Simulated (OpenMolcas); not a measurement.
## Mo2+: moving or changing the point charges

Mo2+ among 6 point charges of -1.5 e arranged as a trigonal antiprism (D3d), 1.91 Å from the ion, with a polar angle of 65.1° against the regular 54.74°. The active orbitals were held to one l.
```
   0.0000    1.7329    0.8031  -1.50
  -1.5008   -0.8665    0.8031  -1.50
   1.5008   -0.8665    0.8031  -1.50
   0.0000   -1.7329   -0.8031  -1.50
   1.5008    0.8665   -0.8031  -1.50
  -1.5008    0.8665   -0.8031  -1.50
```

```
Program             : OpenMolcas
Method              : CASSCF
Basis               : ANO-RCC-VDZP [6s5p3d1f]
Scalar Hamiltonian  : DKH2, point nucleus
Active space        : 4 electrons in 5 orbitals (4d)
State averaging     : 2S+1 = 5 even, 5 roots; 2S+1 = 3 even, 45 roots; 2S+1 = 1 even, 50 roots
Spin-orbit coupling : RASSI with atomic mean-field integrals over the reference wave functions
```

Runs around this geometry, states (labels of D3, the rotations of D3d). Energies in cm-1 above the lowest state or level, χT in cm3 K/mol.

```csv
R (Å),Polar angle / regular,Ground state,First state of that spin,First gap with spin-orbit (degeneracies),χT at 300 K,First state of another spin
1.91,1.19,3A2,3E 3158,"38.0 (1, 2)",1.285,5E 2935
2.04,1.19,5E,5E 15979,"15.0 (1, 1)",1.792,3A2 1939
1.91,1.29,3A2,3E 1276,"111.9 (1, 2)",1.774,5E 2541
```

The ground state changes within this set.

Without dynamic correlation the repulsion within the d shell is too large (B by tens of per cent), so at a given field states of lower spin stand too high. This shell can be high or low spin here, a state of another spin lies low, and with metal d orbitals alone active their balance is uncertain, so the ground spin may be wrong, although the usual error favours high spin (holds for R = 1.91, ratio = 1.19; R = 1.91, ratio = 1.29). An orbital doublet at a regular site is open to a Jahn-Teller distortion, which this geometry leaves out (holds for R = 2.04, ratio = 1.19). This shell can be high or low spin here, a state of another spin lies low, and with metal d orbitals alone active their balance is uncertain, so the ground spin may be wrong (holds for R = 2.04, ratio = 1.19). Point charges give a weaker field than real ligands, and real ions of this kind are as a rule low spin; the high spin found here belongs to the model (holds for R = 2.04, ratio = 1.19). Point charges carry no covalency, so the field is a model and not that of real ligands. No measured value stands beside these numbers.
